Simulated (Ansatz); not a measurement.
`[NH2][Sn][SH]` + HCl → `[SH][Sn][Cl]` + NH₃  (ligand exchange at the Sn–N bond)

Gas-phase electronic energies from Ansatz, PBE0-D4/def2-TZVP geometries. CCSD(T)/CBS adds triple-zeta CCSD(T) − MP2 to the extrapolated MP2 energy (def2 sets, frozen cores). This one scheme is used for every species. DFT in def2-TZVPP. def2 core potentials past Kr. For Sn outer-core shells are correlated without core-valence functions, which leaves a few kJ/mol of doubt a bond. One conformer a species, not always the lowest.

`[NH2][Sn][SH]`:

Z-matrix (Å, degrees):
```
N
Sn 1 2.010
H 1 1.008 2 122.9
H 1 1.008 2 125.5 3 -179.9
S 2 2.443 1 92.6 3 180.0
H 5 1.342 2 93.4 1 -180.0
```

HCl:

Cartesian coordinates in Å:
```
Cl -0.531 -0.257 -0.246
H 0.531 0.257 0.246
```

`[SH][Sn][Cl]`:

```xyz
4

S    -0.864    1.286   -0.233
Sn    0.932    0.351    1.106
Cl    0.953   -1.793    0.073
H    -1.020    0.156   -0.945
```

NH₃:

Z-matrix (Å, degrees):
```
N
H 1 1.013
H 1 1.013 2 107.1
H 1 1.013 2 107.1 3 -114.5
```

```tsv
level	ΔE (kJ/mol)	difference from CCSD(T)/CBS
r2SCAN-D4	-96.7	-4.2
r2SCANh-D4	-97.5	-5.0
CAM-B3LYP-D4	-93.3	-0.8
B2PLYP	-94.7	-2.2
r2SCAN	-96.9	-4.4
PBE0	-98.9	-6.4
CCSD/def2-SVP	-92.4	0.1
CCSD/def2-TZVPP	-88.1	4.4
CCSD(T)/def2-TZVPP	-86.8	5.7
MP2/def2-QZVPP	-92.0	0.5
CCSD(T)/CBS	-92.5	0
```

Q: What do rigid-rotor, harmonic-oscillator terms from PBE0-D4/def2-TZVP frequencies (298.15 K, 1 bar) make of the CCSD(T)/CBS value? (An estimate is asked.)

A: Ansatz gave: ΔZPE = +9.7 kJ/mol, ΔH = -83.2 kJ/mol, ΔS = 4 J/(mol·K), ΔG = -84.5 kJ/mol.

Largest T1 diagnostic among the species: 0.016.

Leaving LDA and LC-ωPBE aside and taking each functional with its dispersion term where it has one, the values, not all of them listed here, spread over 10.0 kJ/mol, from B97M-V to ωB97X-V. LDA lies +8.9 kJ/mol from PBE without D4. In def2-TZVPP, CCSD(T) changes the Hartree–Fock value by +16.6 kJ/mol (the triples alone add +1.2 kJ/mol) and MP2 by +14.7 kJ/mol.
